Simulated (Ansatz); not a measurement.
```yaml
crystal:
  periodic: [false, false, false]
  atoms:
    - {symbol: C, position_ang: [-1.239657, 0.869827, 1.915313]}
    - {symbol: O, position_ang: [-0.323512, 0.583814, 0.775858]}
    - {symbol: Sc, position_ang: [1.004217, 0.326195, -0.459206]}
    - {symbol: C, position_ang: [0.675296, -1.271957, -1.795540]}
    - {symbol: F, position_ang: [2.501946, 1.381382, -0.698126]}
    - {symbol: H, position_ang: [-0.884216, 1.786729, 2.391132]}
    - {symbol: H, position_ang: [-2.198363, 1.083635, 1.465140]}
    - {symbol: H, position_ang: [-1.291970, 0.133806, 2.569107]}
    - {symbol: H, position_ang: [0.580889, -2.296653, -1.310710]}
    - {symbol: H, position_ang: [1.561387, -1.474742, -2.495338]}
    - {symbol: H, position_ang: [-0.269929, -1.203273, -2.404892]}
basis:
  gaussian: {orbitals: "6-31G*", fitting: {mean_field: cc-pVTZ-jkfit}}
hamiltonian: {xc: {name: B2PLYP}}
accuracy: high
```

```sh
$ ansatz run in.yaml --threads 4 --pin off --events-out ev --progress --plain --max-ram 10444MiB
```

How does Ansatz answer? (An estimate is asked.)

Computed: The input was rejected before any iteration.
```
Functional definition: B2PLYP
Error: <dir> the basis set cc-pVTZ-JKFIT has no functions for Sc
```
